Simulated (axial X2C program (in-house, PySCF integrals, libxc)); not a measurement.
# Working with the constants of YO⁺

A bond curve at the CCSD level, with spin–orbit coupling, was computed with an in-house all-electron X2C program for linear molecules (integrals from PySCF) (basis Y dyall-cv3z [11s12p9d6f3g], O dyall-av3z [7s6p3d2f] (cores contracted in-house)) for the state Ω = 0 (closed shell). Its fit gives Re = 1.7487 Å, ωe = 937.8 cm⁻¹, ωexe = 2.44 cm⁻¹ and αe = 1.551e-03 cm⁻¹; the masses are 88.9058 and 15.9949 u. Two-component means X2C with spin–orbit coupling and atomic mean-field Coulomb and Gaunt terms.

Correlated methods: 8 electrons correlated (number of frozen shells: Y 4 s, 3 p, 1 d; O 1 s), 310 virtual spin orbitals or spinors in MP2, 90 natural virtuals in coupled cluster.

Task: Find the reduced mass, Be and the force constant.

Result: From the CCSD values: μ = 13.5561 u. Be = 16.8576/(μ Re²) = 0.4067 cm⁻¹. k = 5.8918×10⁻⁷ μ ωe² = 7.02 mdyn/Å.

Task: Give B0, the J = 1←0 line in GHz and the most populated J at 300 K (kT = 208.5 cm⁻¹).

Result: B0 = Be − αe/2 = 0.4059 cm⁻¹; 2B0 = 24.34 GHz; J(max) ≈ √(kT/2B0) − 1/2 = 15.5, so J = 16.

Task: Where do the fundamental and the first overtone lie?

Result: ν(1←0) = ωe − 2ωexe = 932.9 cm⁻¹; ν(2←0) = 2ωe − 6ωexe = 1861.0 cm⁻¹.

Task: A Morse curve ties αe to the other constants (Pekeris). How well does that hold?

Result: αe(Morse) = 6Be²/ωe × (√(ωexe/Be) − 1) = 1.534e-03 cm⁻¹; the CCSD curve gives 1.551e-03 cm⁻¹, a ratio of 0.99.

Task: Estimate the centrifugal constant by the Kratzer relation.

Result: D = 4Be³/ωe² = 3.06e-07 cm⁻¹.

Occupations by symmetry block were frozen at the best pattern of an incomplete PBE0 search. CCSD ran in a truncated set of natural virtual spinors with an MP2 remainder; without triples it tends to underbind. The outer-core s and p shells of the metal are frozen in the correlated rows, which leaves out core–valence correlation; for alkali and alkaline-earth bonds that tends to lengthen them. With the outer-core shells frozen, correlated bond lengths of heavy atoms tend to come out a few hundredths of an ångström too long.
